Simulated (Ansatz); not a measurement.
Energy difference 12 R1 + R2 → 6 P1 + 4 P2, each structure at its B3LYP-D3(BJ)/def2-SVP stationary point, reached from a drawn start (curvature not checked).
R1, H2 (SMILES [H][H]) (charge 0, multiplicity 1):
```xyz
2

H      0.000     0.000     0.380
H      0.000     0.000    -0.380
```
P1: H2O (SMILES O), charge 0, multiplicity 1.
R2: O6P4 (SMILES O1P2OP3OP1OP(O2)O3), charge 0, multiplicity 1.
P2, PH3 (SMILES P) (charge 0, multiplicity 1):
```json
[
 {"atom": "P", "x (Å)": "0.0000", "y (Å)": "0.0000", "z (Å)": "0.5856"},
 {"atom": "H", "x (Å)": "0.0000", "y (Å)": "1.1981", "z (Å)": "-0.1952"},
 {"atom": "H", "x (Å)": "1.0376", "y (Å)": "-0.5990", "z (Å)": "-0.1952"},
 {"atom": "H", "x (Å)": "-1.0376", "y (Å)": "-0.5990", "z (Å)": "-0.1952"}
]
```

P less R. No zero-point or thermal terms.

Frozen-core correlation throughout.

Codes used: Ansatz (an electronic-structure program). Each number belongs to the level named beside it.

Question: What reaction energy does CCSD(T)/cc-pV(D+d)Z give?

Answer: -31.3 kcal/mol

Question: Give the reaction energy at the level PBE/def2-TZVPP.

Answer: -2.4 kcal/mol

Question: What is the computed reaction energy (BLYP/def2-TZVPP)?

Answer: 7.3 kcal/mol
